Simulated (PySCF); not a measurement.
A structure optimised at PBE0-D3(BJ)/def2-SVP, used in a PySCF frequency run:

```
Si
F 1 1.6374
N 1 1.7102 2 114.68
H 3 1.0125 1 121.37 2 82.93
H 3 1.0134 4 111.79 1 151.25
N 1 1.7151 2 103.10 3 -115.96
H 6 1.0118 1 121.31 2 173.83
H 6 1.0123 7 112.19 1 -153.36
C 1 1.8629 2 104.97 6 -125.16
H 9 1.1007 1 111.36 2 175.12
H 9 1.1008 10 108.10 1 121.47
H 9 1.1018 10 108.07 11 115.97
```

Task: Write its SMILES and formula.

Result: C[Si](N)(N)F, CH7FN2Si

Task: What are its rotational constants (standard atomic weights)?

Result: 3.7562, 3.5704, 3.2326 GHz
